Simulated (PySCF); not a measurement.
Gas-phase reaction: 3 GeH3F = Ge3H8 + F2 + HF, at 1600 K and a standard pressure of 1 bar. Level: LDA/def2-TZVP†.

Computed with PySCF and rigid-rotor harmonic-oscillator thermochemistry at 1 bar. † marks an energy on the PBE0/def2-TZVP geometry and frequencies. All species are closed-shell singlets. Ge: all electrons, no relativistic terms. The harmonic model lacks anharmonicity and excited electronic states, which grow with temperature; levels with a mode under 35 cm⁻¹ are left out. Internal rotation in Ge3H8 is treated as a harmonic vibration of one conformer, which makes the entropy rough.

```
species       E (Ha)  H(1600 K) − E (kJ/mol)  S°(1600 K) (J/mol/K)
-------  -----------  ----------------------  --------------------
GeH3F    -2174.90257                   188.2                 383.2
Ge3H8    -6226.30416                   449.8                 699.5
F2        -198.33921                    60.9                 259.3
HF         -99.84016                    72.6                 223.5
```
E: electronic energy; H − E holds the zero-point and thermal terms. 1 Ha = 2625.5 kJ/mol.

### Question
Work out ΔH°, ΔS°, ΔG° and log10 K from these numbers.

### Answer
1. ΔE = 1×(-6226.30416) + 1×(-198.33921) + 1×(-99.84016) − 3×(-2174.90257) = 0.22418 Ha = 588.6 kJ.
2. Δ(H − E) = 1×(449.8) + 1×(60.9) + 1×(72.6) − 3×(188.2) = 18.7 kJ, so ΔH° = 607.3 kJ.
3. ΔS° = 1×(699.5) + 1×(259.3) + 1×(223.5) − 3×(383.2) = 32.7 J/K; the number of gas molecules stays the same.
4. ΔG° = ΔH° − TΔS° = 607.3 − 1600×(32.7)/1000 = 555.0 kJ.
5. log10 K = −ΔG°/(RT ln 10) = -18.12, with RT ln 10 = 30.63 kJ/mol; at standard pressures the reactants are favoured.
6. A shift of 10 kJ in ΔE would move log10 K by 0.33 here.
For scale, ΔH°(298 K) is 591 kJ at this level, 638 kJ at ωB97M-V/def2-TZVP†, and runs from 590 to 743 kJ over the 18 levels computed.
